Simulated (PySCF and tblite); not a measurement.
The numbers below are computed, except where a source is named.
Stationary points of C2H8OSSi at PBE0-D3(BJ)/def2-SVP, in Å:

Structure A

```
 1 C    -2.101   -0.026    0.255
 2 C    -0.633    0.242    0.518
 3 S     0.246    0.252   -1.101
 4 O     0.035   -1.119   -1.722
 5 Si    2.312    0.105   -0.283
 6 H    -2.648   -0.141    1.203
 7 H    -2.206   -0.955   -0.326
 8 H    -2.564    0.794   -0.315
 9 H    -0.190   -0.552    1.140
10 H    -0.449    1.222    0.990
11 H     2.676    1.327    0.499
12 H     3.183   -0.044   -1.478
13 H     2.340   -1.118    0.568
```

Structure B

```
 1 C    -1.556    0.368   -0.178
 2 C    -0.819   -0.347    0.930
 3 S     0.618   -1.314    0.295
 4 O     0.193   -1.929   -1.029
 5 Si    1.951    0.365   -0.333
 6 H    -2.558    0.677    0.153
 7 H    -1.660   -0.317   -1.034
 8 H    -1.018    1.264   -0.520
 9 H    -1.451   -1.119    1.396
10 H    -0.444    0.310    1.733
11 H     2.250    1.266    0.822
12 H     1.304    1.098   -1.454
13 H     3.185   -0.323   -0.798
```

Structure C

```
 1 C    -2.051    0.250    0.056
 2 C    -0.773   -0.157    0.758
 3 S     0.460   -0.675   -0.459
 4 O    -0.009   -1.719   -1.469
 5 Si    2.382    0.237   -0.361
 6 H    -2.857    0.408    0.790
 7 H    -2.360   -0.547   -0.636
 8 H    -1.908    1.173   -0.525
 9 H    -0.937   -1.012    1.432
10 H    -0.304    0.657    1.333
11 H     2.177    1.182    0.774
12 H     2.718    0.951   -1.627
13 H     3.463   -0.747   -0.066
```

The path came from a restrained scan, a climbing-image band and a saddle search at GFN2-xTB; energies are PBE0/pcSseg-1 + D3(BJ)//PBE0-D3(BJ)/def2-SVP, thermal terms GFN2-xTB.

Question: Which structure is a saddle point, and along which motion?

Answer: C: one imaginary mode (493i cm⁻¹ at GFN2-xTB, mostly on S3, O4, Si5), along the pyramidal inversion at S3.

Question: Give their symmetry and energies above the lowest.

Answer: A C1, 0.2 kcal/mol; B C1, 0.0 kcal/mol; C C1, 26.5 kcal/mol.
